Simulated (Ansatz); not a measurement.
`CB(C)OC=O` + `O[SiH2]F` → `O=CO[SiH2]F` + `CB(C)O`  (substitution at a C–O bond)

Calculated with Ansatz (gas phase, PBE0-D4/def2-TZVP geometries, no zero-point term in ΔE). CCSD(T)/CBS adds triple-zeta CCSD(T) − MP2 to the extrapolated MP2 energy (def2 sets, frozen cores). One conformer a species, not always the lowest.

| species | CCSD(T)/CBS(def2) energy (Eh) |
| --- | --- |
| `CB(C)OC=O` | -293.57625 |
| `O[SiH2]F` | -465.96250 |
| `O=CO[SiH2]F` | -579.18029 |
| `CB(C)O` | -180.36349 |

Problem. Work out ΔE.

Solution. ΔE = (-579.18029) + (-180.36349) − (-293.57625) − (-465.96250) = -0.00503 Eh = -0.14 eV.

Largest T1 diagnostic among the species: 0.015.

Leaving LDA and LC-ωPBE aside and taking each functional with its dispersion term where it has one, the values, not all of them listed here, spread over 0.04 eV, from revPBE-D4 to BHLYP-D4. At CCSD(T), def2-SVP lies −0.12 eV from the extrapolated value and def2-TZVPP −0.02 eV. From BLYP to BHLYP (50 % exact exchange), in def2-TZVPP and without D4, ΔE moves by +0.04 eV.
